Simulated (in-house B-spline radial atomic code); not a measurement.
A fraction x of an electron is added to 3d in neutral iron, starting from [Ar] 3d6 4s2 and keeping the highest spin. Computed with a radial B-spline atomic code at the basis-set limit: scalar-relativistic (X2C) LDA VWN5, spin-polarised, spherical fractional occupations, Fermi nucleus of rms radius 3.7377 fm.

```tsv
x	E(x) - E(0) (eV)	3d down level (eV)
0	0.0000	-5.566
0.1	-0.5016	-4.473
0.2	-0.8961	-3.425
0.3	?	?
0.4	?	?
0.5	-1.4847	-0.579
```

(1) What belongs in the row x = 0.3?

(2) What belongs in the row x = 0.4?

(3) Check Janak's theorem between x = 0.1 and 0.2.

(4) Up to what added charge does this functional bind the extra electron?

Results:

(1) An energy change of -1.1882 eV; 3d down at -2.424 eV.

(2) An energy change of -1.3826 eV; 3d down at -1.474 eV.

(3) The slope of the energy is -3.94 eV; the orbital levels give -3.95 eV (ε of the filling orbital, averaged over the two points).

(4) The highest level rises by about 9 eV per electron near x = 0.5 and would reach zero near x = 0.56, so a whole extra electron isn't bound at the basis-set limit.
